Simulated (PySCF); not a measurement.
C2H3ClFNSi, SMILES C#C[Si@@](N)(F)Cl. Coordinates come from a B3LYP-D3(BJ)/def2-SVP optimisation. The structure was generated by enumeration; whether it is a known compound was not checked. Other conformers were not sampled.

Calculation: PySCF with B3LYP-D3(BJ)/def2-SVP.

Harmonic wavenumbers (cm⁻¹): 111, 122, 166, 242, 267, 295, 309, 357, 396, 532, 654, 747, 758, 824, 866, 958, 1524, 2164, 3455, 3587, 3688. Rotational constants (GHz): 2.760, 1.744, 1.516; symmetry number 1.

### Question
Work out the zero-point energy and the ideal-gas rigid-rotor harmonic-oscillator thermochemistry at 298.15 K and 1 atm.

### Answer
ZPE = ½ Σ hcν = ½ × 22022 cm⁻¹ = 31.48 kcal/mol. H − E(el) = 37.11 kcal/mol. Entropy in cal/(mol K): translation 40.35, rotation 28.18, vibration 19.06, total 87.59. G − E(el) = 10.99 kcal/mol. Cp = 28.82 cal/(mol K). Modes under 150 cm⁻¹ make the vibrational entropy uncertain.
